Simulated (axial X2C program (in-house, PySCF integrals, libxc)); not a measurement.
# Working with the constants of TiBr⁺

A bond curve at the CCSD level, 2c, was computed with an in-house relativistic program for diatomic molecules (basis Br dyall-cv3z [8s9p6d4f1g], Ti dyall-cv3z [10s10p6d4f2g] (cores contracted in-house)) for the state Ω = 1 (⟨Sz⟩ = -1.00, ⟨Lz⟩ = 2.00 at HF). Its fit gives Re = 2.3329 Å, ωe = 351.6 cm⁻¹, ωexe = 0.725 cm⁻¹ and αe = 3.589e-04 cm⁻¹; the masses are 78.9183 and 47.9479 u. Two-component means X2C with spin–orbit coupling and atomic mean-field Coulomb and Gaunt terms.

Correlated methods: 10 electrons correlated (number of frozen shells: Br 3 s, 2 p, 1 d; Ti 3 s, 2 p), 296 virtual spin orbitals or spinors in MP2, 90 natural virtuals in coupled cluster.

Problem. Find the reduced mass, Be and the force constant.

Solution. From the CCSD values: μ = 29.8264 u. Be = 16.8576/(μ Re²) = 0.1038 cm⁻¹. k = 5.8918×10⁻⁷ μ ωe² = 2.17 mdyn/Å.

Problem. Estimate the centrifugal constant by the Kratzer relation.

Solution. D = 4Be³/ωe² = 3.62e-08 cm⁻¹.

Problem. Where do the fundamental and the first overtone lie?

Solution. ν(1←0) = ωe − 2ωexe = 350.2 cm⁻¹; ν(2←0) = 2ωe − 6ωexe = 698.9 cm⁻¹.

Problem. A Morse curve ties αe to the other constants (Pekeris). How well does that hold?

Solution. αe(Morse) = 6Be²/ωe × (√(ωexe/Be) − 1) = 3.022e-04 cm⁻¹; the CCSD curve gives 3.589e-04 cm⁻¹, a ratio of 0.84.

The state is one determinant whose occupation by symmetry is held fixed; it was picked as the lowest of a PBE0 search that is not exhaustive. CCSD ran in a truncated set of natural virtual spinors with an MP2 remainder; without triples it tends to underbind. PBE0 can misorder states that lie within some tenths of an eV, so this need not be the ground state of the molecule. The nearest other 2c determinant of the search, Ω = 3, lies 0.03 eV up at the distance of the search. With several unpaired electrons one determinant need not be a pure state. The outer-core s and p shells of the metal are frozen in the correlated rows, which leaves out core–valence correlation; for alkali and alkaline-earth bonds that tends to lengthen them. With the outer-core shells frozen, correlated bond lengths of heavy atoms tend to come out a few hundredths of an ångström too long.
